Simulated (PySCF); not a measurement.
## Two-component Hartree-Fock for Os²⁺ (osmium, charge +2)

Start: [Xe] 4f14 5d5 6s1; 5d5/2 filled at m_j = -3/2, -1/2, +1/2, +3/2, +5/2; 6s1/2 filled at m_j = +1/2. Calculated with PySCF 2.14 in x2c-SVPall-2c with one added diffuse shell each of s, d type (8s9p10d2f, 99 functions): generalised Hartree-Fock with the X2C-1e Hamiltonian and a Gaussian nucleus; one run each with spin-orbit coupling (SO) switched off, then screened by Boettger's factors. This is a chosen level, not necessarily the ground level.

```tsv
spinor shell	electrons	ε, spin-free (eV)	ε, screened SO (eV)	weight of nominal j (screened SO)	rms radius, screened SO (bohr)
1s1/2	2	-74296.2	-74271.5	1.000	0.0201
2s1/2	2	-13103.1	-13095.4	1.000	0.0809
2p1/2	2	-11419.7	-12517.2	1.000	0.0687
2p3/2	4	-11419.7	-10980.0	1.000	0.0764
3s1/2	2	-3130.6	-3128.0	1.000	0.207
3p1/2	2	-2628.0	-2869.9	1.000	0.198
3p3/2	4	-2628.0	-2529.0	1.000	0.214
3d3/2	4	-2058.7	-2100.6	1.000	0.189
3d5/2	6	-2058.7	-2028.2	1.000	0.192
4s1/2	2	-711.65	-710.80	1.000	0.459
4p1/2	2	-543.83	-601.13	1.000	0.466
4p3/2	4	-543.83	-520.16	1.000	0.499
4d3/2	4	-331.07	-339.70	0.999	0.520
4d5/2	6	-331.07	-324.41	0.999	0.531
5s1/2	2	-128.82	-128.63	1.000	1.08
5p1/2	2	-82.574	-93.095	0.907	1.23
4f5/2	6	-92.344	-93.620	0.977	0.609
4f7/2	8	-92.344	-90.659	0.982	0.610
5p3/2	4	-82.574	-77.888	0.954	1.26
5d5/2	5	-33.485	-33.421	0.505	1.76
6s1/2	1	-25.880	-25.838	0.996	2.79
```

```
   quantity     spin-free   screened SO
E (hartree)  -17239.39231  -17261.86625
        M_J             3             3
       ⟨J²⟩        12.002        12.022
       ⟨L²⟩         0.000         0.286
       ⟨S²⟩        12.002        11.669
```

Each row is a mean over spinors that exchange with the open shell spreads, by up to 9.629 eV (5p3/2).

Rows whose weight is well below 1 are mixtures of j = l ± 1/2: exchange outweighs spin-orbit coupling there, and the label is only the starting occupation.

Breit and QED terms are absent; they matter most for the inner s and p1/2 levels.

Densities and radii are taken from the X2C orbitals without a picture-change correction, which distorts them close to the nucleus.

Without spin-orbit coupling the j labels of p, d and f shells carry no meaning; the spin-free column gives the mean over the occupied spinors of each nl shell.
